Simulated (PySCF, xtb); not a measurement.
# Relative energy of two isomers of C4H2B−

Structure a: `BC#CC#[C-]`, a singlet. Structure b: `[C-]#CBC#C`, a singlet. Both are isolated ions in the gas phase, relaxed with PBE0-D3(BJ)/def2-SVPD.

a (Å):

```xyz
7

C    -1.5927   -1.7015    0.5326
C    -2.6293   -1.1805    0.0667
C    -3.7466   -0.6192   -0.4354
C    -4.7936   -0.0934   -0.9060
B    -0.3734   -2.3138    1.0802
H     0.0637   -3.3633    0.6443
H     0.2466   -1.7952    1.9908
```

b (Å):

```yaml
atoms:
  - { symbol: C, position_ang: [0.5089, -0.0051, 1.4704] }
  - { symbol: C, position_ang: [-0.4875, -0.4234, 0.8136] }
  - { symbol: C, position_ang: [-2.4152, -2.1946, 0.3392] }
  - { symbol: C, position_ang: [-3.0474, -3.2194, 0.5505] }
  - { symbol: B, position_ang: [-1.6466, -0.8874, 0.0314] }
  - { symbol: H, position_ang: [-2.0817, -0.2616, -0.9237] }
  - { symbol: H, position_ang: [-3.5827, -4.1249, 0.7607] }
```

Quicker runs give these differences E(b) − E(a): GFN2-xTB +21.7 kcal/mol; HF/STO-3G +4.7 kcal/mol (at GFN2-xTB geometries).

Estimate E(b) − E(a) at the level PBE0-D3(BJ)/def2-SVPD.

Calculated at PBE0-D3(BJ)/def2-SVPD: E(b) − E(a) = +3.7 kcal/mol, so structure a lies lower.

How the difference moves with the method:

```tsv
level	geometry	E(b) − E(a) (kcal/mol)	departure from the last row (kcal/mol)	job, with rough time for the two
GFN2-xTB	GFN2-xTB	+21.7	+18.0	optimisation, 0.21 s
HF/STO-3G	GFN2-xTB	+4.7	+1.0	single point, 1.6 s
r2SCAN-D4/def2-SVPD	GFN2-xTB	+5.9	+2.2	single point, 22 s
PBE0-D3(BJ)/def2-SVPD	PBE0-D3(BJ)/def2-SVPD	+3.7		optimisation, 5.1 min
```

As drawn, b has 1 C–B, 1 C–H in place of 1 C–C, 1 B–H.

None of the levels shown reverses the order. The largest departure from PBE0-D3(BJ)/def2-SVPD is that of GFN2-xTB, 18.0 kcal/mol. No coupled-cluster energies are at hand for both structures. No reliable frequencies are at hand for b, so it isn't confirmed as a minimum.

Programs: PySCF 2.14.0, xtb 6.7.1; the last row on 2 threads of Intel(R) Xeon(R) Platinum 8259CL CPU @ 2.50GHz (Skylake/Cascade Lake) on a shared host.
